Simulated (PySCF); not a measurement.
A series of related molecules.

All values: B3LYP/def2-SVPD (PySCF) at PBE0-D3(BJ)/def2-SVP geometries, gas phase, one conformer each. Core orbitals are frozen in the response; Δα² is half the sum of the squared differences of the principal polarisabilities. Atoms past krypton carry effective core potentials.

Problem. Rank by HOMO energy, lowest first.
A. Sn(eta1-allyl)Me3, `C=C[CH2][Sn]([CH3])([CH3])[CH3]`
B. SnMe3(NHMe), `C[NH][Sn]([CH3])([CH3])[CH3]`
C. SnFMe3, `[CH3][Sn]([CH3])([CH3])[F]`
D. SnEtMe3, `C[CH2][Sn]([CH3])([CH3])[CH3]`
E. Sn(tBu)Me3, `C[C](C)(C)[Sn]([CH3])([CH3])[CH3]`
F. Sn(OAc)Me3, `CC(=O)[O][Sn]([CH3])([CH3])[CH3]`

Solution. C (-7.95 eV), F (-7.37 eV), D (-7.03 eV), E (-6.54 eV), A (-6.30 eV), B (-5.84 eV).

Problem. Rank by mean static polarisability, lowest first.
A. Sn(eta1-allyl)Me3 (`C=C[CH2][Sn]([CH3])([CH3])[CH3]`)
B. SnEtMe3 (`C[CH2][Sn]([CH3])([CH3])[CH3]`)
C. SnMe3(NHMe) (`C[NH][Sn]([CH3])([CH3])[CH3]`)
D. Sn(NCS)Me3 (`[CH3][Sn]([CH3])([CH3])[N]=C=S`)
E. Sn(SiH3)Me3 (`[CH3][Sn]([CH3])([CH3])[SiH3]`)
F. Sn(OAc)Me3 (`CC(=O)[O][Sn]([CH3])([CH3])[CH3]`)

Solution. C (14.98 Å³), B (15.63 Å³), F (16.04 Å³), E (17.01 Å³), A (17.69 Å³), D (18.23 Å³).

Problem. Rank by dipole moment, lowest first.
A. SnMe3(NHMe), `C[NH][Sn]([CH3])([CH3])[CH3]`
B. Sn(NCS)Me3, `[CH3][Sn]([CH3])([CH3])[N]=C=S`
C. Sn(NCO)Me3, `[CH3][Sn]([CH3])([CH3])[N]=C=O`
D. Sn(OAc)Me3, `CC(=O)[O][Sn]([CH3])([CH3])[CH3]`
E. Sn(tBu)Me3, `C[C](C)(C)[Sn]([CH3])([CH3])[CH3]`
F. SnFMe3, `[CH3][Sn]([CH3])([CH3])[F]`

Solution. E (0.02 D), A (0.90 D), D (1.68 D), F (3.36 D), C (5.05 D), B (5.86 D).

All values together:

```csv
SMILES,formula,μ (D),HOMO (eV),LUMO (eV),α (Å³),Δα (Å³),electrons,α per electron (Å³),ΔSCF removal energy (eV)
C=C[CH2][Sn]([CH3])([CH3])[CH3],C6H14Sn,0.89,-6.30,-0.16,17.69,5.04,100,0.177,–
[CH3][Sn]([CH3])([CH3])[N]=C=S,C4H9NSSn,5.86,-6.47,-0.60,18.23,7.91,106,0.172,8.62
C[Si](C)(C)[Sn]([CH3])([CH3])[CH3],C6H18SiSn,0.77,-6.50,-0.03,22.07,2.59,118,0.187,–
CC[NH][Sn]([CH3])([CH3])[CH3],C5H15NSn,0.77,-5.86,-0.15,16.84,2.15,102,0.165,–
[CH3][Sn]([CH3])([CH3])[F],C3H9FSn,3.36,-7.95,-0.40,11.53,2.51,86,0.134,10.04
C[NH][Sn]([CH3])([CH3])[CH3],C4H13NSn,0.90,-5.84,-0.18,14.98,1.33,94,0.159,–
CC(=O)[O][Sn]([CH3])([CH3])[CH3],C5H12O2Sn,1.68,-7.37,-0.31,16.04,1.85,108,0.148,–
[CH3][Sn]([CH3])([CH3])[N]=C=O,C4H9NOSn,5.05,-7.47,-0.50,14.63,2.88,98,0.149,9.45
[CH3][Sn]([CH3])([CH3])[C](F)(F)F,C4H9F3Sn,3.24,-8.05,-0.35,13.82,0.70,110,0.126,–
C[C](C)(C)[Sn]([CH3])([CH3])[CH3],C7H18Sn,0.02,-6.54,-0.11,19.33,1.79,110,0.176,–
[CH3][Sn]([CH3])([CH3])[SiH3],C3H12SiSn,0.87,-7.13,-0.12,17.01,2.61,94,0.181,–
C[CH2][Sn]([CH3])([CH3])[CH3],C5H14Sn,0.16,-7.03,-0.09,15.63,1.61,94,0.166,–
```

Conformers: `C=C[CH2][Sn]([CH3])([CH3])[CH3]`; `CC[NH][Sn]([CH3])([CH3])[CH3]`; `CC(=O)[O][Sn]([CH3])([CH3])[CH3]`.

A dash marks a removal energy that wasn't run or isn't settled.

Problem. How closely does the mean polarisability follow the number of electrons in this set?

Solution. The correlation coefficient is 0.71; α per electron runs from 0.126 to 0.187 Å³.
